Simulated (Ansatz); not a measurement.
Consider the homolysis of the Al–Cl bond: `C[CH2][Al]([Cl])[Cl]` → `C[CH2][Al][Cl]`• + Cl•.

Isolated molecules relaxed with PBE0-D4/def2-TZVP in Ansatz; ΔE leaves out vibrations. CBS: MP2 limit from def2 TZ/QZ plus the TZ coupled-cluster correction, frozen cores. This one scheme is used for every species, atoms too. DFT in def2-TZVPP. Open shells (•) are unrestricted, without spin–orbit coupling. Spin–orbit coupling would lower the free atoms: a little for Cl. One conformer a species, not always the lowest.

(1) What is ΔE at CCSD(T)/CBS? (Best estimate.)

(2) What do these levels give: BLYP-D4, PBE-QIDH, r2SCANh, BHLYP, HF/def2-TZVPP, CCSD/def2-TZVPP? (An estimate is asked.)

Largest T1 diagnostic among the species: 0.012.

## Answers

(1) Computed: +5.28 eV.

(2) The calculation gave: BLYP-D4 4.92, PBE-QIDH 5.20, r2SCANh 5.11, BHLYP 4.94, HF/def2-TZVPP 4.10, CCSD/def2-TZVPP 5.02 eV.

From BLYP to BHLYP (50 % exact exchange), in def2-TZVPP and without D4, ΔE moves by +0.10 eV. Leaving LDA and LC-ωPBE aside and taking each functional with its dispersion term where it has one, the values, not all of them listed here, spread over 0.40 eV, from BLYP-D4 to ωB97M-V. LDA lies +0.59 eV from PBE without D4, its usual overbinding. In def2-TZVPP, CCSD(T) changes the Hartree–Fock value by +1.01 eV (the triples alone add +0.08 eV) and MP2 by +1.22 eV; breaking electron pairs costs correlation energy, which Hartree–Fock lacks.
